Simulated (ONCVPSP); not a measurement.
What one change does to a pseudopotential (germanium (Ge), ONCV)

```json
{
 "Element": "germanium (Ge)",
 "Generator": "ONCVPSP 4.0.1",
 "Type": "optimised norm-conserving Vanderbilt (ONCV)",
 "Functional": "LDA (Perdew-Zunger)",
 "Relativity": "scalar-relativistic",
 "Frozen core": "[Ne]",
 "Valence charge": "22",
 "Reference configuration": "3s2 3p6 3d10 4s2 (charge +2)",
 "Partial waves": "3s+4s: rc 1.20 bohr, ncon 4, nbas 7, qcut 10.7 1/bohr, 2 projectors; 3p: rc 0.85 bohr, ncon 4, nbas 9, qcut 19.6 1/bohr, 2 projectors, debl 2.5 Ha; 3d: rc 1.00 bohr, ncon 4, nbas 8, qcut 14.4 1/bohr, 3 projectors, debl 1.3 Ha",
 "Local potential": "polynomial inside 0.65 bohr (lpopt 5, dvloc0 0 Ha)",
 "Core correction": "Teter function, fcfact 3.25, rcfact 1.6"
}
```

In the p channel the program set the typed energies aside and used -4.978, 0.250 Ha. In the d channel the program set the typed energies aside and used -1.821, 0.250, 1.550 Ha.

All-electron outer shells of the reference configuration (LDA (Perdew-Zunger), scalar-relativistic, ld1.x):

| shell | level (eV) | outermost node (bohr) | outermost maximum (bohr) |
| --- | --- | --- | --- |
| 2p | -1218.20 | – | 0.14 |
| 3s | -187.80 | 0.26 | 0.54 |
| 3p | -135.45 | 0.23 | 0.54 |
| 3d | -49.54 | – | 0.50 |
| 4s | -29.63 | 0.77 | 1.66 |

Change: all radii but the core radius scaled by about 0.75 (s 0.90, p 0.64, d 0.76 bohr); local potential polynomial inside 0.50 bohr (lpopt 5, dvloc0 0 Ha).

Cutoffs: the cutoffs (Ha) at which the residual kinetic energy of the hardest occupied pseudo-wave falls to 1 and 0.1 mHa per electron; they do not see the model core or the augmentation charge, which bear on the density cutoff. Errors are all-electron minus pseudo energies relative to the spin-unpolarised reference configuration.

Q: What does the change do?

A: The potential gets harder (92 Ha and 119 Ha → 365 Ha and 431 Ha); a bound ghost appears in d, which as a rule spoils a file; of the 4 tests that both files solve, the error grows in 0 and shrinks in 2 by more than 15 % and 0.3 meV (median size 2.4 → 2.1 meV). A smaller radius makes the pseudo-wave follow the all-electron one further in, where it bends more sharply, so more plane waves are needed.

```csv
quantity,base,changed
"cutoff, loose",92 Ha,365 Ha
"cutoff, tight",119 Ha,431 Ha
loose cutoff by channel,"s 34 Ha, p 86 Ha, d 92 Ha","s 56 Ha, p 132 Ha, d 365 Ha"
bound ghosts,none,d
GHOST(+) flags under 300 eV,none,none
"error for 3s2 3p6 3d10 4s2 4p2, meV [ΔE -23.35 eV]",+2.5,+2.6
"error for 3s2 3p6 3d10 4s2 4p1, meV [ΔE -15.72 eV]",+1.7,+1.7
"error for 3s2 3p6 3d10 4s1, meV [ΔE 35.22 eV]",-4.5,-3.0
"error for 3s2 3p6 3d10 4s0 4p4, meV [ΔE -6.99 eV]",-2.4,+0.5
"rms error of d²Exc/dni dnj with the model core, mHa",1.48,1.44
```

 A true bound ghost makes a file unfit for plane-wave use even where its test errors are small: the radial tests pick states by their node count and pass the ghost by.
